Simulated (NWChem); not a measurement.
# Atomisation of H4Al2F2

```
F
Al 1 1.8510
Al 1 1.8510 2 100.67
F 2 1.8510 1 79.33 3 0.00
H 2 1.5726 1 109.65 3 -107.22
H 2 1.5726 5 128.19 1 137.33
H 3 1.5726 1 109.65 2 107.22
H 3 1.5726 7 128.19 1 -137.33
```
Charge 0, spin multiplicity 1.

All runs are NWChem calculations. All single points use one geometry, from B3LYP/def2-SVP, a minimum by its harmonic frequencies.

Basis set: def2-TZVP. The atomisation energy is electronic alone: no zero-point, thermal, spin-orbit or counterpoise terms. No value is extrapolated to the basis-set limit. Free atoms are single determinants with multiplicities Al 2, F 2, H 2.

B3LYP has NWChem's definition, with VWN1-RPA local correlation. The structure started from a generated list of species. The stability of the SCF solutions was not checked. Open-shell Hartree-Fock references start from PBE0 orbitals.

Task: One of these methods gave an atomisation energy of 594.7 kcal/mol. Which?
A) PBE0
B) B3LYP
C) HF
D) BP86

Result: A, PBE0. The others give 610.5 (BP86), 604.5 (B3LYP), 480.6 (HF).
